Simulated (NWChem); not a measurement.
System: NbOCl$_{3}$; SMILES [Nb](=[O])([Cl])([Cl])[Cl]

Program: NWChem. Medium grid unless said otherwise, to which SCAN and Minnesota functionals are sensitive. Geometry: optimised at PBE0/def2-SVP. def2 effective core potentials on Nb; no spin-orbit coupling. Hybrids' shares of exact exchange are those that their runs print; pure functionals count as 0. The functionals differ in more than this share.

```csv
row,share of exact exchange,highest occupied level (eV)
PBE/def2-SVP,0.00,-8.33
"LDA (Slater exchange, PW92)/def2-SVP",0.00,-8.45
B3LYP/def2-SVP,0.20,-9.46
M06/def2-SVP,0.27,-9.75
MPW1K/def2-SVP,0.43,-10.96
M06-2X/def2-SVP,0.54,withheld
```

**Question.** Fit a straight line of the last column on the one before it, predict the withheld value, and compare with the run.

**Answer.** 
1. Means of the 5 shown rows: x = 0.180, y = -9.390. Slope Σ(x − x̄)(y − ȳ)/Σ(x − x̄)² = -0.7863/0.1358 = -5.790; intercept -8.348.
2. The shown rows scatter about the line by 0.104 (root mean square); the largest residual is +0.16, at M06/def2-SVP.
3. At x = 0.54 (M06-2X/def2-SVP; beyond the shown range) the line gives -11.47.
4. The run gives -11.16, +0.31 from the line, 3.0 times the scatter.
